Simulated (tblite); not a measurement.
Run record: tight-binding relaxation, `[SiH2]([C@H]1[Si@H]([C@@H]1OC)SC)C`.

Computed with GFN2-xTB geometry optimisation, gas phase (tblite 0.8.0). Start geometry: from a force field or distance geometry. The input is one job of a driver script: a line of settings, then coordinates in Å.

Command:
```bash
OMP_NUM_THREADS=1 python probes_run.py task.json out
```

Input:
```
{"job": {"kind": "relax", "xc": "GFN2-xTB", "basis": "xTB"}, "charge": 0, "multiplicity": 1}
C      3.085700    -1.908100     0.156500
O      2.100400    -1.458100    -0.735600
C      1.155400    -0.751200     0.027200
C     -0.286700    -0.790300    -0.457000
Si    -1.708200    -0.670100     0.720000
C     -3.115000    -1.680100     0.001500
Si     0.594100     0.825100    -0.770100
S      0.051200     2.372400     0.594500
C      0.038500     4.013800    -0.087900
H      2.571700    -2.565500     0.916300
H      3.588600    -1.088100     0.661700
H      3.820000    -2.541200    -0.389200
H      1.389100    -0.713400     1.108400
H     -0.415900    -1.500200    -1.305000
H     -1.389300    -1.014300     2.100400
H     -2.165200     0.741700     0.738900
H     -2.801500    -2.056600    -0.999100
H     -3.334200    -2.484400     0.725500
H     -3.991700    -1.024000    -0.185900
H      0.820200     1.088500    -2.164500
H      0.355000     4.736600     0.720700
H      0.666500     4.179600    -0.958400
H     -1.033400     4.314600    -0.268600
```

Task: Give the output.

Result: 
```
step      E/eV     max force
  0    -776.19670    2.328
  1    -776.41999    0.800
  2    -776.50114    0.520
  3    -776.55920    0.593
  4    -776.62011    0.558
  5    -776.65310    0.390
  6    -776.67688    0.356
  7    -776.69820    0.318
  8    -776.72326    0.372
  9    -776.74965    0.347
... (146 lines left out)
156    -777.20603    0.017
157    -777.20609    0.014
158    -777.20613    0.011
159    -777.20617    0.013
160    -777.20621    0.011
161    -777.20625    0.012
162    -777.20629    0.013
163    -777.20633    0.013
164    -777.20635    0.010
165    -777.20637    0.009
```

«max force» is the largest atomic force in eV/Å.

Task: From which step on does the largest force stay under 0.1 eV/Å, and how much energy is left to gain from there?

Result: From step 132 (0.079 eV/Å), 12.7 meV above the end.

Summary of the converged run: energy lowered by 23.3 kcal/mol over 165 steps; largest atomic force 0.009 eV/Å at the end.

Task: Give the final coordinates.

Result: 0.715 Å rms from the input after alignment:
```
atom  x, y, z in Å
C1     3.1509   -1.8498   -0.1011
O2     1.7814   -1.8373   -0.4049
C3     1.0843   -0.8409    0.2789
C4    -0.2621   -0.4660   -0.3526
Si5   -1.8058   -0.4541    0.7464
C6    -3.1557   -1.4788   -0.1037
Si7    1.0502    0.8940   -0.4521
S8     0.9176    2.5511    0.8795
C9    -0.2342    3.6019   -0.0636
H10    3.3191   -2.0254    0.9682
H11    3.6175   -0.8936   -0.3739
H12    3.5974   -2.6573   -0.6779
H13    1.0930   -0.9863    1.3601
H14   -0.3954   -0.9998   -1.2881
H15   -1.4875   -1.0062    2.0678
H16   -2.2944    0.9242    0.9257
H17   -2.8375   -2.5067   -0.2509
H18   -4.0616   -1.4962    0.4938
H19   -3.4112   -1.0712   -1.0777
H20    1.6820    1.1903   -1.7235
H21   -0.3807    4.5054    0.5186
H22    0.2046    3.8484   -1.0247
H23   -1.1769    3.0812   -0.1937
```

Hardware: an Intel Xeon at 2.50 GHz with one thread, no GPU, shared host with 64 logical CPUs at a one-minute load of 63. Cost: 6.9 s wall.
Labels such as C1 count atoms from 1, the log's own numbers from 0.
